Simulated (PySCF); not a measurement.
**Working out the excitation energy of Sb**

Sb [Kr] 4d10 5s2 5p3 (4S) → Sb [Kr] 4d10 5s1 5p3 6s1 (6S). All numbers are calculated (PySCF 2.14, a scalar-relativistic core potential, in aug-cc-pVDZ-PP with ECP28MDF (5s4p3d, 32 functions)). Frozen: 4s2 4p6 4d10. Energies in hartree (1 hartree = 27.21139 eV):

```json
{"part": "UHF", "Sb (lower)": "-239.273208", "Sb (upper)": "-238.912344"}
{"part": "CCSD correlation", "Sb (lower)": "-0.060986", "Sb (upper)": "-0.026303"}
{"part": "(T)", "Sb (lower)": "-0.000928", "Sb (upper)": "-0.000225"}
```

Task: What does Hartree-Fock give?

Result: (-238.912344) − (-239.273208) = 0.360864 hartree = 9.820 eV.

Task: What do CCSD and CCSD(T) give?

Result: The CCSD correlation energies differ by 0.034683 hartree = 0.944 eV and the triples by 0.000703 hartree = 0.019 eV, so CCSD gives 10.764 eV and CCSD(T) 10.783 eV.

The upper state lies above the first ionisation limit, but in LS coupling its spin forbids autoionisation to the ground ion; at this Z spin-orbit coupling breaks that rule. A Rydberg-like electron needs more diffuse functions than a valence basis has.

A double-zeta basis recovers only part of the correlation energy.
